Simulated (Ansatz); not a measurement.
Consider the ligand exchange at the Si–S bond: `C[SiH2]S[SiH](C)Cl` + `O[SiH3]` → `C[SiH2]O[SiH3]` + `C[SiH](S)Cl`.

Gas-phase electronic energies from Ansatz, PBE0-D4/def2-TZVP geometries. CCSD(T)/CBS is the MP2 limit (def2-TZVPP, def2-QZVPP) plus CCSD(T) − MP2 in def2-TZVPP, frozen cores. This one scheme is used for every species. Functionals use def2-TZVPP. B3LYP here is the variant with VWN-RPA as its local correlation; programs differ in this. One conformer a species, not always the lowest.

```
             level  ΔE (kJ/mol)
           ωB97X-V        -42.0
              PBE0        -37.1
             B3LYP        -55.0
     HF/def2-QZVPP        -73.6
    MP2/def2-QZVPP        -36.7
SCS-MP2/def2-QZVPP        -45.6
     MP2/CBS(def2)        -34.1
    CCSD/CBS(def2)        -45.5
```

**Question.** What does CCSD(T)/CBS give? (An estimate is asked.)

**Answer.** The calculation gave: -40.1 kJ/mol. The listed levels differ from it by -1.9, 3.0, -14.9, -33.5, 3.4, -5.5, 6.0, -5.4 kJ/mol.

Largest T1 diagnostic among the species: 0.011.

In def2-TZVPP, CCSD(T) changes the Hartree–Fock value by +27.1 kJ/mol (the triples alone add +5.5 kJ/mol) and MP2 by +33.0 kJ/mol. The D4 term adds +11.8 kJ/mol with B3LYP and +6.8 kJ/mol with PBE0; it sums over pairs of atoms, weighted by their polarisabilities, and B3LYP, whose exchange is more repulsive, gets the larger term. From PBE to PBE0 (25 % exact exchange), in def2-TZVPP and without D4, ΔE moves by −3.7 kJ/mol.
